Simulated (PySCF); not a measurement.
Br⁸⁺: ionisation energy

Br⁸⁺ [Ar] 3d9 (2D) → Br⁹⁺ [Ar] 3d8 (3F), as a difference of total energies. All numbers are calculated (PySCF 2.14, scalar relativity by spin-free X2C-1e, in an uncontracted even-tempered set (20 s from 0.32 bohr⁻², ratio 2.5; 14 p from 0.42 bohr⁻², ratio 2.5; 10 d from 0.42 bohr⁻², ratio 2.5; 4 f from 3.8 bohr⁻², ratio 2.7; 4 g from 5.8 bohr⁻², ratio 2.7)). Correlated levels: outer shells: [Ne] frozen; virtual orbitals above 40 to 60 times the deepest correlated orbital energy dropped. The calculations carry no spin-orbit coupling.

```csv
method,ionisation energy (eV)
UHF,223.95
LDA,226.83
PBE,225.96
PBE0,225.92
r2SCAN,225.32
MP2 (outer shells),226.21
SCS-MP2 (outer shells),225.94
```

Q: How much does correlation contribute at MP2 (outer shells)?

A: 226.21 − (223.95) = 2.26 eV, measured against UHF.

A first-order spin-orbit estimate (lowest level to lowest level, LS coupling) adds -0.249 eV.

For comparison: 224 ± 2.2 eV (theoretical estimate listed by NIST; NIST Atomic Spectra Database, ionization energies).
